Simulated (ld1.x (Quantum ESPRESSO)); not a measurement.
## What one change does to a pseudopotential (silicon (Si), PAW)

| Quantity | Value |
| --- | --- |
| Element | silicon |
| Generator | ld1.x (Quantum ESPRESSO) 7.5 |
| Type | PAW |
| Functional | PBEsol |
| Relativity | non-relativistic |
| Frozen core | [Ne] |
| Valence charge | 4 |
| Reference configuration | 3s2 3p2 |
| Partial waves | 3s (bound): rcut 1.55, rcutus 1.95 bohr; 3s channel at 1.05 Ry: rcut 1.55, rcutus 1.95 bohr; 3p (bound): rcut 1.35, rcutus 1.65 bohr; 3p channel at 0.05 Ry: rcut 1.35, rcutus 1.65 bohr; 3d channel at -0.15 Ry: rcut 1.25, rcutus 1.55 bohr; 3d channel at 0.85 Ry: rcut 1.25, rcutus 1.55 bohr |
| Local potential | all-electron potential smoothed inside 1.25 bohr (lloc = -1) |
| Core correction | a·sin(br)/r model core, default radius (core density twice the valence density) |
| Augmentation charge | PSQ, inside the norm-conserving radii |

Change: core correction a·sin(br)/r model core, default radius (ld1.x builds one for every PAW set, though the input has nlcc=.false.).

Cutoffs: the cutoffs (Ry, on a coarse ladder) from which the occupation-weighted sum of valence levels, in a spherical-Bessel basis at the reference potential, stays within 10 and 1 mRy of its value at 400 Ry; they do not see the model core or the augmentation charge, which bear on the density cutoff. Errors are all-electron minus pseudo energies relative to the spin-unpolarised reference configuration.

Q: Predict the effect on cutoff, ghosts and configuration errors.

A: Both files are so soft that the ladder of cutoffs tells neither apart; of the 7 tests that both files solve, the error grows in 0 and shrinks in 4 by more than 15 % and 0.3 meV (median size 0.8 → 0.6 meV); neither file shows a bound ghost. The default core radius of the base comes out at 1.13 bohr. A model core, the more so a compact one, raises the density cutoff, which this test does not measure.

| quantity | base | changed |
| --- | --- | --- |
| cutoff, loose | 6 Ry | 6 Ry |
| cutoff, tight | 10 Ry | 10 Ry |
| bound ghosts | none | none |
| error for 3s2 3p1, meV [ΔE 7.72 eV] | -0.8 | +0.4 |
| error for 3s2 3p0, meV [ΔE 23.70 eV] | -9.5 | -4.8 |
| error for 3s1 3p0, meV [ΔE 57.53 eV] | -60 | -48 |
| error for 3s2 3p2.3, meV [ΔE -0.93 eV] | 0.0 | -0.1 |
| error for 3s1 3p2, meV [ΔE 15.07 eV] | -3.2 | +0.6 |
| error for 3s1 3p3, meV [ΔE 6.74 eV] | -0.8 | +0.8 |
| error for 3s2 3p1.5, meV [ΔE 2.91 eV] | -0.1 | +0.3 |
| s: phases at 2.15 bohr within 0.05 rad from the reference energy up to (Ry; the scan ends near 5) | 3.8 | 3.8 |
| p: phases at 2.15 bohr within 0.05 rad from the reference energy up to (Ry; the scan ends near 5) | 3.3 | 3.3 |
| d: phases at 2.15 bohr within 0.05 rad from the reference energy up to (Ry; the scan ends near 5) | to the end of the scan | to the end of the scan |
| lowest overlap eigenvalue by channel | s 0.35, p 0.76, d 0.92 | s 0.35, p 0.76, d 0.92 |
